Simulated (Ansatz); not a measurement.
System: sum formula HBOCl, net charge 0, doublet state. It need not be the lowest isomer of its formula. 
Coordinates optimised at B3LYP-D3(BJ)/def2-TZVP (Ansatz, an electronic-structure program):
SMILES: O[B]Cl
```xyz
4

B     -0.1620     0.5726     0.5773
Cl     0.8603    -0.4802    -0.3990
O     -1.4866     0.6527     0.5051
H     -1.9222     0.0783    -0.1443
```
Charge 0, spin multiplicity 2.

Atomisation energy built up term by term with Ansatz (kcal/mol; UHF references for open shells; valence terms freeze the core; atomic spin-orbit terms are left out). Basis-set limits of correlation are two-point, X^-3; Hartree-Fock from the larger set (for Q and 5 zeta extrapolated as (X+1)exp(-9√X)).

```tsv
term	basis	kcal/mol
Hartree-Fock	CBS(cc-pV(Q+d)Z,cc-pV(5+d)Z)	248.84
CCSD correlation	CBS(cc-pV(Q+d)Z,cc-pV(5+d)Z)	82.02
(T)	CBS(cc-pV(Q+d)Z,cc-pV(5+d)Z)	8.03
core correlation	cc-pwCVTZ	1.61
scalar relativity (X2C)	cc-pVTZ-DK against cc-pVTZ	-0.53
sum: De		340.0
```

(T) makes 2.4 % of the CCSD(T) atomisation energy; under 5 % is typical of single-reference molecules.
